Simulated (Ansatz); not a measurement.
Reactions of CH₇FOSi₂ (`OC(F)[SiH2][SiH3]`).

Calculated with Ansatz (gas phase, PBE0-D4/def2-TZVP geometries, no zero-point term in ΔE). CCSD(T)/CBS adds triple-zeta CCSD(T) − MP2 to the extrapolated MP2 energy (def2 sets, frozen cores). For Ga, Se outer-core shells are correlated without core-valence functions, which leaves a few kJ/mol of doubt a bond. Scalar relativity is left out up to krypton. One conformer a species, not always the lowest.

Problem. Order these by ΔE at CCSD(T)/CBS, lowest first. (Best estimate.)
A. `OC(F)[SiH2][SiH3]` + `CO[SiH2]F` → `F[SiH2]OC[SiH3]` + `OC(F)[SiH3]`
B. `OC(F)[SiH2][SiH3]` + `N=[C](O)[GaH2]` → `O/[C]([GaH2])=N/[SiH3]` + `OC(F)[SiH3]`
C. `OC(F)[SiH2][SiH3]` + `B[Se]C` → `B[Se][SiH2][SiH3]` + `CC(O)F`

Solution. C (-1.21 eV), B (-0.63 eV), A (+0.21 eV).

Largest T1 diagnostic: 0.015, for `O/[C]([GaH2])=N/[SiH3]`.
